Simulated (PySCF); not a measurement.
A side-by-side comparison of computed properties.

First species: C₂H₁₁FO₂Si₃.
Z-matrix (Å and degrees, GFN2-xTB geometry), rows numbered from 1:
```
O 
Si  1  1.6205
C   2  1.9179  1  108.08
O   3  1.4370  2  105.60  1    50.94
Si  4  1.6155  3  128.82  2   107.77
Si  3  1.9023  2  117.75  1   -65.88
C   6  1.9181  3  108.66  2   -60.94
F   7  1.3838  6  109.99  3   -45.70
H   1  0.9550  2  119.76  3   -38.97
H   2  1.4654  1  110.88  3   117.69
H   2  1.4537  1  104.25  3  -120.02
H   3  1.0934  2  109.36  1   168.48
H   5  1.4555  4   98.47  3   176.59
H   5  1.4656  4  111.46  3    56.69
H   5  1.4672  4  111.89  3   -64.39
H   6  1.4669  3  111.75  2    57.50
H   6  1.4683  3  109.84  2   179.93
H   7  1.0916  6  112.50  3  -163.92
H   7  1.0920  6  113.10  3    72.83
```

Second species: C4H7Cl3F2Si.
Cartesian coordinates in Å at the GFN2-xTB level; atoms count from 1:
```
atom  x, y, z in Å
C1     2.0143    0.4335   -0.3472
C2     0.7715   -0.3214   -0.8044
C3    -0.2773   -0.4113    0.3063
F4     0.3111   -1.0676    1.3881
Si5   -0.8752    1.3220    0.9382
F6    -0.6692    2.3233   -0.3039
C7    -1.4674   -1.2651   -0.1107
Cl8   -2.5210   -1.5769    1.2892
Cl9   -2.3964   -0.3704   -1.3253
Cl10  -1.0147   -2.8482   -0.7902
H11    2.7778    0.3794   -1.1190
H12    1.7904    1.4807   -0.1588
H13    2.4111   -0.0119    0.5615
H14    0.3227    0.1780   -1.6634
H15    1.0603   -1.3322   -1.1002
H16   -2.2881    1.3697    1.2456
H17    0.0430    1.7303    1.9842
```

Levels: PBE0/pcSseg-1 for HOMO energy, LUMO energy and HOMO–LUMO gap. Geometries: GFN2-xTB. Each structure is a single optimised conformer of the isolated species, non-relativistic unless stated; the electronic structure was computed with PySCF and density fitting.

Dipoles, sizes and rotational constants follow the conformer. The torsions of the flexible species, by atom-mapped SMILES:
- `[CH3:1][CH2:2][C@@:3]([F:4])([SiH2:5][F:6])[C:7]([Cl:8])([Cl:9])[Cl:10]`: C1–C2–C3–F4 -59°, C2–C3–Si5–F6 27°, C2–C3–C7–Cl8 170°

The conformers of `O[SiH2][C@H](O[SiH3])[SiH2]CF` aren't listed.

Values for the first species:

```
HOMO energy   : -7.49 eV
LUMO energy   : -0.17 eV
HOMO–LUMO gap : 7.32 eV
```

(1) Estimate the same properties for the second species, and the change in each.

## Answers

(1) 
```tsv
property	first	second	second less first
HOMO energy	-7.49 eV	-8.91 eV	-1.42 eV
LUMO energy	-0.17 eV	-0.89 eV	-0.72 eV
HOMO–LUMO gap	7.32 eV	8.02 eV	+0.70 eV
```

